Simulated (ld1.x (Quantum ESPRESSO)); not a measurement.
The numbers below are computed, except where a source is named.
**Potentials for C compared**

Generated with ld1.x 7.5 (TM, RRKJ, ultrasoft, PAW), atompaw 4.2 or ONCVPSP 4.0.1. The cutoff is in Ry: for ld1.x and atompaw files where the sum of valence levels is converged to 10 mRy in a Bessel basis, for ONCV files where the hardest occupied wave has 1 mHa per electron of residual kinetic energy. The error is the largest all-electron minus pseudo excitation energy over each file’s own four to seven test configurations (ionisations up to +4, promotions, holes and added fractions of an electron), all of which were solved. The labels leave out finer settings (local radius, basis sizes, second energies), which also bear on the numbers. Spin-polarised tests are not counted. The rows are a selection from randomly drawn settings: files with unsolved tests, undetermined cutoffs or missed reference levels are left out.

| potential | cutoff (Ry) | largest error (meV) | bound ghosts |
| --- | --- | --- | --- |
| TM, PBE, scalar-relativistic, rc 0.80/1.70 (sp), local smoothed, core correction yes, reference 2s2 2p2 | 100 | +315 | none |
| RRKJ, LDA (PZ), scalar-relativistic, rc 1.20/1.60 (sp), local s, core correction no, reference 2s2 2p2 | 40 | +470 | none |
| TM, PBE, fully relativistic, rc 1.20/1.85/1.95 (spd), local smoothed, core correction no, reference 2s2 2p2 | 35 | +498 | none |
| TM, PBE, scalar-relativistic, rc 1.30/1.60 (sp), local smoothed, core correction yes, reference 2s2 2p1.75 | 40 | +234 | none |

Task: Fill in the row for C: TM, PBE, scalar-relativistic, rc 0.90/2.05 (sp), local smoothed, core correction yes, reference 2s2 2p2.

Result: cutoff 40 Ry, largest error +688 meV, bound ghosts: none.
